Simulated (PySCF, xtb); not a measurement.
W(NMe)(S)(OH)2 (CH₅NO₂SW), SMILES C[N]=[W]([OH])([OH])=[S], multiplicity 1.

GFN2-xTB in xtb 6.7.1 at its own geometry gives an orbital gap of 2.61 eV and a dipole moment of 7.07 D.

Coordinates come from a r2SCAN-D4/def2-SVP optimisation. The spin state was assumed, not searched. The def2 effective core potentials stand for the cores of W; spin–orbit coupling is left out. Other conformers were not sampled.

What does CAM-B3LYP/def2-TZVP run with PySCF give? (An estimate is asked for; the answer gives what the named calculation found.)

gap 7.76 eV (levels -8.14 and -0.38 eV), dipole 4.76 D.
